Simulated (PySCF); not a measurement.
Species: `CC(=O)[C@H]1C=NCCC1`. The columns A, B, C and D hold Mulliken, IAO, Hirshfeld and ESP-fitted charges (e) of one PBE0/pcSseg-1 density (PySCF), in a shuffled order. Coordinates in Å (GFN2-xTB); the density's dipole moment is (0.66, 0.30, -1.87) D.

```
atom       x       y       z       A       B       C       D
  C1   2.645  -0.813  -0.165  -0.123  -0.244  -0.481  -0.628
  C2   1.562   0.160   0.229  +0.178  +0.219  +0.396  +0.682
  O3   1.581   0.764   1.270  -0.213  -0.351  -0.407  -0.508
  C4   0.425   0.298  -0.777  -0.041  -0.404  -0.206  -0.161
  C5  -0.254  -1.047  -0.929  +0.036  +0.133  +0.004  +0.444
  N6  -1.396  -1.369  -0.532  -0.154  -0.403  -0.264  -0.658
  C7  -2.235  -0.443   0.175  -0.029  -0.014  -0.161  +0.244
  C8  -1.509   0.784   0.722  -0.077  -0.258  -0.279  -0.145
  C9  -0.592   1.360  -0.354  -0.075  -0.135  -0.258  +0.026
 H10   2.310  -1.819   0.086  +0.059  +0.153  +0.172  +0.174
 H11   2.854  -0.776  -1.230  +0.051  +0.128  +0.153  +0.161
 H12   3.549  -0.603   0.401  +0.054  +0.144  +0.170  +0.171
 H13   0.875   0.553  -1.743  +0.052  +0.158  +0.156  +0.023
 H14   0.309  -1.811  -1.455  +0.041  +0.104  +0.137  -0.031
 H15  -3.023  -0.147  -0.526  +0.045  +0.124  +0.148  +0.043
 H16  -2.716  -1.009   0.978  +0.046  +0.131  +0.154  +0.029
 H17  -0.904   0.501   1.585  +0.031  +0.139  +0.146  +0.081
 H18  -2.236   1.531   1.044  +0.044  +0.121  +0.140  +0.014
 H19  -0.068   2.236   0.030  +0.037  +0.136  +0.149  +0.012
 H20  -1.184   1.660  -1.222  +0.037  +0.117  +0.131  +0.029
```

**Question.** Which column most likely holds the ESP-fitted charges?

**Answer.** D. Σ q r misses the density's dipole by 0.06 D (D), 0.76 D (B), 0.85 D (A), 0.94 D (C). Charges fitted to the outside potential are the only set here that is tied to the molecule's multipoles.

**Question.** And the Hirshfeld charges?

**Answer.** A. The mean sizes are 0.071 e (A), 0.181 e (B), 0.206 e (C), 0.213 e (D), and Hirshfeld charges are commonly the smallest of these schemes.

As computed, A = Hirshfeld, B = Mulliken, C = IAO, D = ESP-fitted. Hydrogens on carbon: Hirshfeld +0.03 to +0.06, Mulliken +0.10 to +0.16, IAO +0.13 to +0.17, ESP-fitted -0.03 to +0.17 e.

The Mulliken scheme gives each basis function's population to the atom it is centred on and halves the overlap population of two atoms between them. The ESP scheme fits charges at the nuclei, held to the total charge, to the electrostatic potential on points at 1.4 to 2.0 times the van der Waals radii.

One conformer (not necessarily the lowest) at the GFN2-xTB geometry, without solvent, vibrations or thermal averaging.

The run behind these numbers computed NMR shieldings as well. On Intel Xeon 6975P-C, one thread, shared host with 192 logical CPUs at a one-minute load of 38, this took 27 s wall and 1.0 GiB of memory at its peak.
